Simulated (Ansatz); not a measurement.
Total energies of ClGeH3S3 (`[SH][Ge]([SH])([SH])[Cl]`).

Cartesian coordinates in Å:
```
S -0.538 -1.500 1.530
Ge 0.206 -0.244 -0.120
S -1.246 -0.575 -1.745
S 0.478 1.891 0.377
Cl 2.198 -0.839 -0.672
H 0.571 -1.305 2.264
H -0.864 0.541 -2.390
H -0.805 2.030 0.758
```

Total charge 0; spin multiplicity 1. Correlated methods include outer-core shells of Ge, which these sets cover unevenly. Scalar relativity is left out up to krypton. The geometry is a stationary point of PBE0-D4/def2-TZVP. It is one conformer, not always the lowest. Basis def2-TZVPP, Ansatz 0.2.0.

RPA on PBE orbitals: Hartree–Fock energy of these orbitals -3729.31445 Eh, correlation -1.58422 Eh (frozen core).

```
             functional  energy without D4 (Eh)  D4 term (kJ/mol)
            LDA (SPW92)             -3725.01104                 –
                    PBE             -3732.75686             -33.4
                 revPBE             -3733.30740             -77.3
                   BLYP             -3733.80933             -70.0
                 r2SCAN             -3733.65685              -7.8
                 B97M-V             -3732.96473                 –
                   PBE0             -3732.94606             -29.2
                  B3LYP             -3733.88030             -54.9
                r2SCANh             -3733.64178              -8.7
                r2SCAN0             -3733.62092              -9.7
HSE06 (plane-wave form)             -3732.91722             -27.8
                  BHLYP             -3733.74201             -49.7
              CAM-B3LYP             -3733.93179             -30.8
                LC-ωPBE             -3733.02736                 –
                ωB97X-V             -3733.33356                 –
                ωB97M-V             -3733.57019                 –
                 B2PLYP             -3732.89340                 –
               PBE-QIDH             -3732.28212                 –
```

B3LYP takes the VWN-RPA correlation (the form of Gaussian; ORCA's B3LYP/G). HSE06 is the plane-wave form, built on full-range PBE exchange. The double hybrids freeze the cores in their second-order part.

LC-ωPBE has ω = 0.4 bohr⁻¹.
